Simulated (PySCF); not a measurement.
Ti(Cl)4(NH3) (Cl4H3NTi), SMILES [NH3]->[Ti]([Cl])([Cl])([Cl])[Cl], multiplicity 1.

Coordinates come from a ωB97X-D3(BJ)/def2-SVP optimisation. The spin state was assumed, not searched.

Level of theory: PBE/def2-TZVP (PySCF).

Symmetry labels are those of the subgroup Cs that the program uses (full group C3v).

Computed valence orbital energies around the gap with their symmetry:
```tsv
orbital	symmetry	energy (eV)
HOMO−7	A"	-8.82
HOMO−6	A'	-8.82
HOMO−5	A"	-8.47
HOMO−4	A'	-8.47
HOMO−3	A"	-7.83
HOMO−2	A'	-7.51
HOMO−1	A"	-7.41
HOMO	A'	-7.41
LUMO	A'	-4.10
LUMO+1	A"	-4.10
LUMO+2	A'	-3.37
LUMO+3	A"	-3.37
```
